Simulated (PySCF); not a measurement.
CH₆MgOSi, SMILES [O]([SiH3])[Mg][CH3]. Heavy atoms are numbered as in [Mg:1]([CH3:2])[O:6][SiH3:7]. Hydrogens are named by the atom that carries them.

Geometry optimised at PBE0-D3(BJ)/def2-SVP. The structure was generated by enumeration; whether it is a known compound was not checked. The values are those of a single conformer.

Calculation: PBE/def2-TZVP (PySCF).

ESP charges are fitted to the potential on shells at 1.4 to 2.0 van der Waals radii. Atomic charges (e), one atom of each kind:

| atom | ESP fit | IAO |
|---|---|---|
| Mg1 | 0.98 | 1.47 |
| C2 (CH3) | -1.04 | -1.03 |
| H on C2 | 0.20 | 0.14 |
| O6 | -0.58 | -1.20 |
| Si7 (SiH3) | 0.25 | 0.82 |
| H on Si7 | -0.07 | -0.16 |
